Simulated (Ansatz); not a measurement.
`[CH3][AlH][O][SiH2]O` + `COC(=O)O` → `COC(=O)OC` + `O[SiH2][O][AlH2]`  (substitution at a C–Al bond)

Program: Ansatz. Geometries: PBE0-D4/def2-TZVP. ΔE: electronic, gas phase. CCSD(T)/CBS is the MP2 limit (def2-TZVPP, def2-QZVPP) plus CCSD(T) − MP2 in def2-TZVPP, frozen cores. Functionals use def2-TZVPP. HSE06 is defined as in plane-wave codes. One conformer a species, not always the lowest.

```json
{"level": "LDA (SPW92)", "ΔE (kJ/mol)": "90.8", "difference from CCSD(T)/CBS": "-0.1"}
{"level": "PBE-D4", "ΔE (kJ/mol)": "92.7", "difference from CCSD(T)/CBS": "1.8"}
{"level": "B97M-V", "ΔE (kJ/mol)": "83.9", "difference from CCSD(T)/CBS": "-7.0"}
{"level": "CAM-B3LYP-D4", "ΔE (kJ/mol)": "84.7", "difference from CCSD(T)/CBS": "-6.2"}
{"level": "ωB97M-V", "ΔE (kJ/mol)": "91.2", "difference from CCSD(T)/CBS": "0.3"}
{"level": "PBE", "ΔE (kJ/mol)": "93.5", "difference from CCSD(T)/CBS": "2.6"}
{"level": "HSE06", "ΔE (kJ/mol)": "93.8", "difference from CCSD(T)/CBS": "2.9"}
{"level": "CAM-B3LYP", "ΔE (kJ/mol)": "85.1", "difference from CCSD(T)/CBS": "-5.8"}
{"level": "LC-ωPBE", "ΔE (kJ/mol)": "92.4", "difference from CCSD(T)/CBS": "1.5"}
{"level": "RPA@PBE/def2-TZVPP", "ΔE (kJ/mol)": "78.0", "difference from CCSD(T)/CBS": "-12.9"}
{"level": "HF/def2-SVP", "ΔE (kJ/mol)": "70.8", "difference from CCSD(T)/CBS": "-20.1"}
{"level": "MP2/def2-SVP", "ΔE (kJ/mol)": "83.8", "difference from CCSD(T)/CBS": "-7.1"}
{"level": "CCSD/def2-SVP", "ΔE (kJ/mol)": "76.8", "difference from CCSD(T)/CBS": "-14.1"}
{"level": "CCSD/def2-TZVPP", "ΔE (kJ/mol)": "87.5", "difference from CCSD(T)/CBS": "-3.4"}
{"level": "HF/def2-QZVPP", "ΔE (kJ/mol)": "75.5", "difference from CCSD(T)/CBS": "-15.4"}
{"level": "MP2/CBS(def2)", "ΔE (kJ/mol)": "96.9", "difference from CCSD(T)/CBS": "6.0"}
{"level": "CCSD(T)/CBS", "ΔE (kJ/mol)": "90.9", "difference from CCSD(T)/CBS": "0"}
```

Task: What do rigid-rotor, harmonic-oscillator terms from PBE0-D4/def2-TZVP frequencies (298.15 K, 1 bar) make of the CCSD(T)/CBS value? (Best estimate.)

Result: The calculation gave: ΔZPE = -2.9 kJ/mol, ΔH = +87.1 kJ/mol, ΔS = -30 J/(mol·K), ΔG = +96.0 kJ/mol. Modes under 50 cm⁻¹ make the entropy rough.

Largest T1 diagnostic among the species: 0.014.

Leaving LDA and LC-ωPBE aside and taking each functional with its dispersion term where it has one, the values, not all of them listed here, spread over 10.1 kJ/mol, from B97M-V to r2SCAN0-D4. In def2-TZVPP, CCSD(T) changes the Hartree–Fock value by +12.1 kJ/mol (the triples alone add +0.4 kJ/mol) and MP2 by +18.0 kJ/mol.
